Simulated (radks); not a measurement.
Task: Coherent X-ray form factor from a spherical all-electron density. Calculated with a radial shooting solver on a logarithmic mesh with Libxc functionals: scalar-relativistic Kohn-Sham, PBE, spin-unpolarised, spherical densities, point nucleus.

sin(theta)/lambda (1/angstrom)  f0 (electrons)
0.05                                    52.845
0.1                                     52.383
0.15                                    51.629
0.2                                     50.604
0.25                                    49.335
0.3                                     47.856
0.4                                     44.419
0.5                                     40.606
0.6                                     36.712
0.8                                     29.569
1                                       24.053
1.25                                    19.515
1.5                                     16.769
2                                       13.285

The species is in the configuration that NIST lists as its ground one. Which atom or ion scatters so?

Result: The lutetium ion Lu18+, [Kr] 4d10 4f7. Extrapolating in s^2 from the first two rows gives f0(0) = 53.0, near the electron count 53; among species with that count, the fall with angle is slower the higher Z, and the table is that of Z = 71; from so few rows the species is fixed only to a neighbour or two.
